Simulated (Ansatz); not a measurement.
C2H4I2, SMILES `ICCI`. Charge 0, multiplicity 1. I takes the def2 core potential.

```xyz
8

I     1.888    1.622   -0.263
C     0.727   -0.166    0.048
C    -0.727    0.166   -0.048
I    -1.888   -1.622    0.263
H     1.053   -0.864   -0.719
H     1.012   -0.533    1.031
H    -1.053    0.864    0.719
H    -1.012    0.533   -1.031
```

**Question.** List the harmonic frequencies (cm⁻¹, unscaled) at PBE0-D4/def2-TZVP in Ansatz. (Best estimate.)

**Answer.** Computed: 94, 139, 155, 536, 614, 729, 877, 1076, 1083, 1162, 1229, 1279, 1466, 1477, 3125, 3134, 3188, 3212.

**Question.** Is this a minimum?

**Answer.** Yes, all 18 modes are real.

**Question.** Give the ideal-gas thermochemistry at 298.15 K and 1 bar (rigid rotor, harmonic oscillator; point group C2h, symmetry number 2).

**Answer.** Zero-point energy 147.0 kJ/mol; H(298) − E = 163.9 kJ/mol; entropy 340.1 J/(mol·K), of which translation 179.2, rotation 116.1, vibration 44.8; G(298) − E = 62.5 kJ/mol. Modes under 100 cm⁻¹ are hindered rotations or soft bends, so the harmonic entropy is rough.

**Question.** And at 400, 500, 600, 800 and 1000 K?

**Answer.** 
```json
{"T (K)": "400", "H − E (kJ/mol)": "172.6", "S (J/mol/K)": "365.0", "G − E (kJ/mol)": "26.6"}
{"T (K)": "500", "H − E (kJ/mol)": "182.4", "S (J/mol/K)": "386.9", "G − E (kJ/mol)": "-11.0"}
{"T (K)": "600", "H − E (kJ/mol)": "193.4", "S (J/mol/K)": "406.9", "G − E (kJ/mol)": "-50.7"}
{"T (K)": "800", "H − E (kJ/mol)": "217.9", "S (J/mol/K)": "442.0", "G − E (kJ/mol)": "-135.7"}
{"T (K)": "1000", "H − E (kJ/mol)": "245.0", "S (J/mol/K)": "472.2", "G − E (kJ/mol)": "-227.2"}
```

**Question.** Rotational constants (cm⁻¹)?

**Answer.** 0.9364, 0.01055, 0.01047.
